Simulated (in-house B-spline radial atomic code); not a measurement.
How numerical settings move a run on Nb⁺, [Kr] 4d4. Computed with a B-spline radial code for spherical atoms: scalar-relativistic (X2C) LDA PW92, spin-polarised, spherical fractional occupations, Fermi nucleus of rms radius 4.324 fm.

Command:
```bash
python run_scf.py task.json out
```
Settings of the sound reference run:
```
Z                41
electrons        40
configuration    [Kr] 4d4
hamiltonian      x2c
method           lda,pw
spin_polarised   True
nucleus          fermi
rms_radius       4.324
mass_number      93
atomic_mass      92.90637
speed_of_light   137.036
knot_spacing     0.22
spline_order     8
gauss_points     12
box_radius       35.29
max_iterations   70
damping          0.5
damped_steps     3
diis_vectors     10
tolerance        1e-08
start            Thomas-Fermi
```

Cost of the run: 0.23 s on 1 thread of Arm Neoverse V2 (shared host).

It converges in 10 iterations to -3814.530788 hartree, with 4d up at -10.2781 eV. The other runs change the listed settings, some to values that make no sense; their results aren't properties of the atom or ion. Radii are in bohr (the nuclear one in fm), a minus after a letter asks for a j subshell, and «unchanged» means within 1e-8 hartree. The run stops when the residual is below 10 × tolerance × max(1, Z/10), or a noise floor if that is larger, and the energy moves by less than 1e-8 × √|E| hartree; so very loose and very tight tolerances often act alike.

| changed settings | outcome |
| --- | --- |
| gauss_points = 3 | not converged after 70 iterations, last residual 9.7e+00, last energy -1.39e+03 hartree from the reference |
| damped_steps = 8 | converged in 13 iterations, energy unchanged, 4d up level +4.0e-05 eV |
| electrons = 41, configuration = [Kr] 4d4 5p-1, max_iterations = 60 | stopped with error: j subshells need the Dirac Hamiltonian and l > 0 |
| first_knot = 0.000244 | converged in 10 iterations, energy -1.06e-04 hartree from the reference, 4d up level +7.2e-07 eV |
| gauss_points = 4 | converged in 10 iterations, energy +8.86e-08 hartree from the reference |
| first_knot = 0.00244 | converged in 10 iterations, energy +3.27e-02 hartree from the reference, 4d up level -1.1e-05 eV |
| damped_steps = 30 | converged in 19 iterations, energy unchanged, 4d up level +2.5e-05 eV |
| spline_order = 6, box_radius = 1.41, max_iterations = 50 | converged in 8 iterations, energy +4.24e+01 hartree from the reference, 4d up level +1.8e+02 eV (the program warns: 4d up has a positive eigenvalue: unbound, held by the box; 4s up has a positive eigenvalue: unbound, held by the box) |
| first_knot = 2.44e-06 | converged in 10 iterations, energy +2.64e-06 hartree from the reference, 4d up level +4.4e-07 eV |
| spline_order = 10, gauss_points = 16, max_iterations = 100, damping = 0 | converged in 12 iterations, energy +1.92e-07 hartree from the reference, 4d up level +3.0e-05 eV |
| hamiltonian = dirac, method = hf | stopped with error: spin polarisation is not served with the Dirac Hamiltonian |
| gauss_points = 16 | converged in 10 iterations, energy +9.44e-08 hartree from the reference |
| gauss_points = 6 | converged in 10 iterations, energy +1.37e-08 hartree from the reference |
| knot_spacing = 0.3, spline_order = 7, max_iterations = 100 | converged in 11 iterations, energy +1.77e-05 hartree from the reference, 4d up level +2.4e-05 eV |
| first_knot = 0.0732 | converged in 10 iterations, energy +2.64e+00 hartree from the reference, 4d up level -9.9e-04 eV |
| electrons = 41, configuration = [Kr] 4d4 2f1, max_iterations = 50 | stopped with error: there is no 2f shell |

(1) What happens with knot_spacing = 2, max_iterations = 75, damped_steps = 8?

(2) What happens with damped_steps = 1?

(3) What happens with damped_steps = 0?

(4) What happens with first_knot = 0.0244?

Answers

(1) Converged in 13 iterations, energy +3.60e+02 hartree from the reference, 4d up level -1.8e+01 eV (the program warns: 4d up reaches the box edge; 2s up reaches the box edge).

(2) Converged in 10 iterations, energy unchanged, 4d up level +2.9e-05 eV.

(3) Converged in 9 iterations, energy unchanged, 4d up level +3.0e-05 eV.

(4) Converged in 10 iterations, energy +2.69e-01 hartree from the reference, 4d up level -1.0e-04 eV.
